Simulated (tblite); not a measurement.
Compound: C₂H₁₁BO₂Si₃.
SMILES with atom numbers: `[CH3:1][CH2:2][Si@H:3]1[O:4][BH:5][SiH2:6][O:7][SiH2:8]1` (hydrogens: H9, H10, H11 on C1; H12, H13 on C2; H14 on Si3; H15 on B5; H16, H17 on Si6; H18, H19 on Si8)

Computed with GFN2-xTB (tblite), gas phase: L-BFGS steps from a force-field or distance-geometry start until the largest atomic force falls under 0.01 eV/Å.

At the end of the run (lengths in Å): O4–B5 1.325, O7–Si8 1.627, Si3–Si8 2.311, Si3–O4 1.650, Si6–O7 1.650, B5–Si6 1.977, C1–H11 1.089, Si3–O4–B5 141.9°, Si6–O7–Si8 142.6°, B5–Si6–O7 106.3°, O4–Si3–Si8 105.8°, C1–C2–Si3–O4 169°, C2–Si3–O4–B5 134°, Si3–O4–B5–Si6 -2°, H15–B5–O4–Si3 179°, H15–B5–Si6–O7 175°.

Task: These geometries were met on the way; a selection of coordinates is given. Order them by energy above the end point, lowest first.
A. O4–B5 1.359, O7–Si8 1.644, Si3–Si8 2.303, Si3–O4 1.630, Si6–O7 1.646, B5–Si6 1.914, C1–H11 1.090, Si3–O4–B5 108.8°, Si6–O7–Si8 125.4°, B5–Si6–O7 93.5°, O4–Si3–Si8 103.2°, C1–C2–Si3–O4 168°, C2–Si3–O4–B5 112°, Si3–O4–B5–Si6 80°, H15–B5–O4–Si3 -81°, H15–B5–Si6–O7 79°
B. O4–B5 1.328, O7–Si8 1.630, Si3–Si8 2.307, Si3–O4 1.654, Si6–O7 1.667, B5–Si6 1.990, C1–H11 1.088, Si3–O4–B5 140.6°, Si6–O7–Si8 137.9°, B5–Si6–O7 97.2°, O4–Si3–Si8 95.4°, C1–C2–Si3–O4 180°, C2–Si3–O4–B5 142°, Si3–O4–B5–Si6 27°, H15–B5–O4–Si3 -136°, H15–B5–Si6–O7 115°
C. O4–B5 1.326, O7–Si8 1.626, Si3–Si8 2.328, Si3–O4 1.644, Si6–O7 1.679, B5–Si6 1.963, C1–H11 1.094, Si3–O4–B5 137.5°, Si6–O7–Si8 141.2°, B5–Si6–O7 92.8°, O4–Si3–Si8 95.8°, C1–C2–Si3–O4 178°, C2–Si3–O4–B5 119°, Si3–O4–B5–Si6 57°, H15–B5–O4–Si3 -110°, H15–B5–Si6–O7 107°
D. O4–B5 1.484, O7–Si8 1.726, Si3–Si8 2.216, Si3–O4 1.724, Si6–O7 1.723, B5–Si6 1.959, C1–H11 1.129, Si3–O4–B5 105.8°, Si6–O7–Si8 110.2°, B5–Si6–O7 106.8°, O4–Si3–Si8 107.6°, C1–C2–Si3–O4 162°, C2–Si3–O4–B5 111°, Si3–O4–B5–Si6 73°, H15–B5–O4–Si3 -61°, H15–B5–Si6–O7 60°
E. O4–B5 1.334, O7–Si8 1.633, Si3–Si8 2.328, Si3–O4 1.637, Si6–O7 1.671, B5–Si6 1.994, C1–H11 1.084, Si3–O4–B5 128.7°, Si6–O7–Si8 135.4°, B5–Si6–O7 91.2°, O4–Si3–Si8 95.5°, C1–C2–Si3–O4 174°, C2–Si3–O4–B5 109°, Si3–O4–B5–Si6 73°, H15–B5–O4–Si3 -77°, H15–B5–Si6–O7 82°

Result: B (0.268 eV), C (0.441 eV), E (0.769 eV), A (1.249 eV), D (2.386 eV).

```json
{"step": "24", "E above end (eV)": "0.268", "rms distance from the end, all atoms (Å)": "0.662", "largest force (eV/Å)": "0.358", "rms shift of all bonds from the end (Å)": "0.007"}
{"step": "17", "E above end (eV)": "0.441", "rms distance from the end, all atoms (Å)": "0.720", "largest force (eV/Å)": "0.632", "rms shift of all bonds from the end (Å)": "0.012"}
{"step": "10", "E above end (eV)": "0.769", "rms distance from the end, all atoms (Å)": "0.832", "largest force (eV/Å)": "0.557", "rms shift of all bonds from the end (Å)": "0.012"}
{"step": "4", "E above end (eV)": "1.249", "rms distance from the end, all atoms (Å)": "0.881", "largest force (eV/Å)": "1.086", "rms shift of all bonds from the end (Å)": "0.021"}
{"step": "0", "E above end (eV)": "2.386", "rms distance from the end, all atoms (Å)": "0.914", "largest force (eV/Å)": "2.824", "rms shift of all bonds from the end (Å)": "0.057"}
```

Rows stand in the order of the answer.
